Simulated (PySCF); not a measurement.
A structure optimised at PBE-D3(BJ)/def2-SVP, used in a PySCF frequency run:

```
Zr
O 1 1.9147
H 2 0.9677 1 165.17
C 1 2.2160 2 106.91 3 -124.31
H 4 1.1122 1 113.10 2 63.11
H 4 1.1132 5 107.54 1 122.51
H 4 1.1138 5 107.66 6 115.97
C 1 2.2160 2 106.91 3 124.31
H 8 1.1122 1 113.10 2 -63.11
H 8 1.1132 9 107.54 1 -122.51
H 8 1.1138 9 107.66 10 -115.97
Cl 1 2.3798 2 118.16 3 0.00
```

### Question
Write its SMILES, formula and point group.

### Answer
[CH3][Zr]([CH3])([OH])[Cl], C₂H₇ClOZr, Cs

### Question
What are its rotational constants (standard atomic weights)?

### Answer
2.5632, 1.5750, 1.5546 GHz
